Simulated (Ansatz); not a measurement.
A search over several starts for the lowest SCF solution of Li12⁻ at the given spin, in a small basis.

```yaml
crystal:
  periodic: [false, false, false]
  atoms:
    - {symbol: Li, position_ang: [-3.148461, -2.406787, -1.347070]}
    - {symbol: Li, position_ang: [-1.650158, -5.044950, -0.601814]}
    - {symbol: Li, position_ang: [0.879575, 0.284101, 0.306407]}
    - {symbol: Li, position_ang: [-2.660709, -3.178035, 1.709890]}
    - {symbol: Li, position_ang: [2.323883, -2.392251, 1.022011]}
    - {symbol: Li, position_ang: [-0.663583, -3.246756, -3.063229]}
    - {symbol: Li, position_ang: [-2.199959, -0.252690, 0.761500]}
    - {symbol: Li, position_ang: [-0.985576, -0.246913, -2.205753]}
    - {symbol: Li, position_ang: [1.857816, -1.555459, -2.032924]}
    - {symbol: Li, position_ang: [-0.151086, -1.500164, 2.739202]}
    - {symbol: Li, position_ang: [0.138518, -4.513198, 1.994038]}
    - {symbol: Li, position_ang: [-0.414261, -2.359098, -0.158860]}
basis:
  gaussian: {orbitals: def2-SVP, initial_orbitals: start.molden}
total_charge: -1
magnetization: {spin_polarized: true, initial_magnetization: 1}
hamiltonian: {xc: pbe}
output: {orbitals: {seedname: orbitals}}
```

The file start.molden holds the orbitals of an earlier run on this structure, at another level or in another basis.

```sh
$ ansatz run in.yaml --threads 4 --pin off --events-out ev --progress --plain --max-ram 4787MiB
```

Output, abridged:

```
Functional definition: PBE
1632 factors; their error is unknown
mean field evaluation 1: about -2422.7271 eV, gradient 4.6e1 eV
mean field evaluation 2: about -2437.0861 eV, gradient 1.9e1 eV
mean field evaluation 4: about -2446.9771 eV, gradient 1.6e0 eV
mean field evaluation 8: about -2447.3130 eV, gradient 1.1e0 eV
mean field evaluation 16: about -2447.5362 eV, gradient 3.1e-2 eV
mean field evaluation 32: about -2445.5740 eV, gradient 8.6e0 eV
mean field evaluation 64: about -2447.5662 eV, gradient 1.7e-4 eV
mean field evaluation 96: about -2425.6735 eV, gradient 3.4e1 eV
mean field evaluation 128: about -2447.5661 eV, gradient 7.4e-2 eV
mean field evaluation 160: about -2445.0284 eV, gradient 1.0e1 eV
mean field evaluation 192: about -2447.5662 eV, gradient 7.6e-5 eV
mean field evaluation 224: about -2446.7959 eV, gradient 2.8e0 eV
mean field evaluation 256: about -2447.4946 eV, gradient 5.4e-1 eV
mean field evaluation 288: about -2447.5550 eV, gradient 1.7e-1 eV
mean field evaluation 320: about -2447.5571 eV, gradient 3.7e-2 eV
mean field -2447.56619831 eV, -89.9463987680 hartree, gradient 8.4e-6 eV, S^2 2.692726; 13 other end points of the search recorded, 0 dependent functions left out
reference -2447.56624809 eV, -89.9464005973 hartree; 19, 18 occupied and 89, 90 virtual orbitals, 1632 factors
Total energy: -2447.56624809 eV, -89.9464005973 hartree
```

Hardware: 4 threads of Intel Xeon 6975P-C on a shared host. Wall time 39 s.

Other converged states that the search met: 0.01 eV higher (⟨S²⟩ = 2.72), 0.03 eV higher (⟨S²⟩ = 2.69).

The charge -1 doublet is spin-contaminated (final ⟨S²⟩ up to 2.69, 0.75 for a pure state). The geometry of the doublet was relaxed on an unsound state (⟨S²⟩ 3.01, where a pure state has 0.75). Another isomer (doublet) lies 0.04 eV lower at PBE0/def2-TZVPD; other spin states weren't run for this one.
